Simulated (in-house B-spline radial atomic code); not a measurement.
## Ti³⁺: [Ar] 3d1

All numbers are computed (non-relativistic PW91, spin-polarised, spherical fractional occupations; point nucleus) with an all-electron radial atomic-structure program (B-spline basis), not measured.

Z_r = [3n² - l(l+1)]/(2<r>); Z_e = n√(-2ε); the last column is Slater's effective charge. Values are occupation-weighted means over spin.

```tsv
shell	electrons	ε (eV)	<r> (bohr)	Z_r	Z_e	Slater
1s	2	-4871.5	0.07017	21.38	18.92	21.70
2s	2	-565.09	0.3276	18.31	12.89	17.85
2p	6	-477.72	0.2908	17.19	11.85	17.85
3s	2	-94.199	0.999	13.51	7.89	10.75
3p	6	-70.883	1.058	11.81	6.85	10.75
3d	1	-35.473	1.254	8.37	4.84	4.00
```

The least bound orbital is 3d up at -35.47 eV, and it is also the most diffuse (<r> = 1.254 bohr).

The density falls to 0.001 bohr⁻³ at 2.781 bohr; Σ<r²> = 12.995 bohr² gives, by the non-relativistic formula and without the paramagnetism of open shells, a Langevin diamagnetic susceptibility of -10.29×10⁻⁶ cm³/mol.
